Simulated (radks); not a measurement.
Results of a calculation; reference values are marked as such.
Ionisation ladder of europium, from Eu22+ to Eu43+. Each ion is in the ground configuration listed by NIST, and IE = E(next ion) - E(this ion). Level of theory: scalar-relativistic Kohn-Sham, PBE, spin-unpolarised, spherical densities, point nucleus (a radial shooting solver on a logarithmic mesh with Libxc functionals).

species      configuration  IE, Delta-SCF (eV)  -e(HOMO) (eV)  HOMO  <r> HOMO (bohr)
Eu22+             [Kr] 4d5              712.37         692.84    4d            0.567
Eu23+             [Kr] 4d4                   ?         732.55    4d            0.561
Eu24+             [Kr] 4d3              792.98         772.87    4d            0.555
Eu25+             [Kr] 4d2              834.17         813.78    4d            0.549
Eu26+             [Kr] 4d1              875.94         855.27    4d            0.543
Eu27+                 [Kr]              1051.3         1030.4    4p            0.531
Eu28+    [Ar] 3d10 4s2 4p5              1094.4         1073.3    4p            0.527
Eu29+    [Ar] 3d10 4s2 4p4              1137.8         1116.5    4p            0.523
Eu30+    [Ar] 3d10 4s2 4p3              1181.5         1160.1    4p            0.520
Eu31+    [Ar] 3d10 4s2 4p2              1225.4         1203.9    4p            0.516
Eu32+    [Ar] 3d10 4s2 4p1              1269.5         1247.9    4p            0.512
Eu33+        [Ar] 3d10 4s2              1415.7         1393.4    4s            0.497
Eu34+        [Ar] 3d10 4s1                   ?         1438.9    4s            0.494
Eu35+            [Ar] 3d10              2507.7         2457.6    3d            0.219
Eu36+             [Ar] 3d9              2611.0         2560.2    3d            0.217
Eu37+             [Ar] 3d8              2715.8         2664.2    3d            0.215
Eu38+             [Ar] 3d7                   ?         2769.8    3d            0.212
Eu39+             [Ar] 3d6                   ?         2876.8    3d            0.210
Eu40+             [Ar] 3d5              3039.0         2985.3    3d            0.208
Eu41+             [Ar] 3d4              3149.7         3095.3    3d            0.207
Eu42+             [Ar] 3d3              3261.7         3206.6    3d            0.205
Eu43+             [Ar] 3d2              3375.0         3319.3    3d            0.203

Estimate the withheld Delta-SCF values.

Answer. Eu23+: 752.38 eV (NIST 755); Eu34+: 1461.5 eV (NIST 1456.1); Eu38+: 2822.1 eV (NIST 2807); Eu39+: 2929.9 eV (NIST 2914).

Beside tabulated values, note that spin-unpolarised runs miss the spin-polarisation part of the exchange energy of open shells.
